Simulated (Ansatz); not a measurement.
Ansatz results at the PBE0-D4/def2-TZVP geometry: HOMO energy (B3LYP/def2-TZVPP) -6.56 eV; HOMO energy (ωB97M-V/def2-TZVPP) -8.71 eV; HOMO–LUMO gap (B3LYP/def2-TZVPP) 3.60 eV.

Q: Which molecule gave them?
A. `O=C=NCO`
B. `FC1[BH][Al]([F])[SiH2]1`
C. `CC(Cl)/C=C/O`
D. `C=C1NCO1`

A: B. The others give `CC(Cl)/C=C/O`: -6.59, -9.01, 6.44; `O=C=NCO`: -8.07, -10.57, 7.99; `C=C1NCO1`: -5.87, -8.29, 6.50.

B3LYP here is the variant with VWN-RPA as its local correlation; programs differ in this.
